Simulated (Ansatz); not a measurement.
Program: Ansatz. Geometries: PBE0-D4/def2-TZVP. ΔE: electronic, gas phase. CCSD(T)/CBS is the MP2 limit (def2-TZVPP, def2-QZVPP) plus CCSD(T) − MP2 in def2-TZVPP, frozen cores. For Ga outer-core shells are correlated without core-valence functions, which leaves a few kJ/mol of doubt a bond. Scalar relativity is left out up to krypton. One conformer a species, not always the lowest.

Reaction (redistribution): `C=[C](N)[GaH][CH3]` + `CO[SiH3]` → `C[O][GaH][CH3]` + `C=C(N)[SiH3]`

`C=[C](N)[GaH][CH3]`:

Z-matrix (Å, degrees):
```
C
Ga 1 1.961
H 1 1.093 2 110.1
H 1 1.090 2 112.5 3 -121.3
H 1 1.093 2 110.0 3 117.6
C 2 1.966 1 121.3 3 118.8
H 2 1.581 1 121.5 3 -59.9
N 6 1.381 2 118.9 1 172.3
C 6 1.344 2 117.8 1 -5.7
H 8 1.009 6 117.4 2 164.7
H 8 1.005 6 117.3 2 24.0
H 9 1.082 6 120.9 2 1.8
H 9 1.089 6 122.5 2 -179.0
```

`CO[SiH3]`:

Z-matrix (Å, degrees):
```
C
O 1 1.408
H 1 1.091 2 108.3
H 1 1.096 2 111.5 3 119.2
H 1 1.096 2 111.5 3 -119.2
Si 2 1.642 1 122.4 3 -179.7
H 6 1.481 2 106.5 1 179.8
H 6 1.490 2 110.9 1 59.7
H 6 1.490 2 110.9 1 -60.1
```

`C[O][GaH][CH3]`:

Cartesian coordinates in Å:
```
C 0.503 0.761 1.600
O -0.499 1.235 0.746
Ga -0.952 0.460 -0.802
C 0.025 -1.159 -1.323
H 0.081 0.531 2.586
H 1.275 1.527 1.740
H 0.999 -0.148 1.231
H -2.102 1.226 -1.524
H 1.091 -0.943 -1.429
H -0.342 -1.559 -2.269
H -0.078 -1.931 -0.557
```

`C=C(N)[SiH3]`:

```xyz
11

C    -0.336    0.206   -1.506
C    -0.121   -0.238   -0.261
N    -0.320   -1.552    0.134
Si    0.618    0.924    1.009
H    -0.100    1.225   -1.782
H    -0.736   -0.438   -2.286
H    -0.571   -1.697    1.098
H    -0.863   -2.124   -0.495
H     2.002    0.513    1.367
H    -0.195    0.878    2.258
H     0.623    2.303    0.464
```

```json
{"species": "`C=[C](N)[GaH][CH3]`", "CCSD(T)/CBS(def2) energy (Eh)": "-2097.58967"}
{"species": "`CO[SiH3]`", "CCSD(T)/CBS(def2) energy (Eh)": "-405.93001"}
{"species": "`C[O][GaH][CH3]`", "CCSD(T)/CBS(def2) energy (Eh)": "-2079.44369"}
{"species": "`C=C(N)[SiH3]`", "CCSD(T)/CBS(def2) energy (Eh)": "-424.06738"}
```

(1) Work out ΔE.

Largest T1 diagnostic among the species: 0.014.

Answers

(1) ΔE = (-2079.44369) + (-424.06738) − (-2097.58967) − (-405.93001) = 0.00861 Eh = +22.6 kJ/mol.

In def2-TZVPP, CCSD(T) changes the Hartree–Fock value by −9.5 kJ/mol (the triples alone add −2.0 kJ/mol) and MP2 by −7.2 kJ/mol. From PBE to PBE0 (25 % exact exchange), in def2-TZVPP and without D4, ΔE moves by +5.8 kJ/mol.
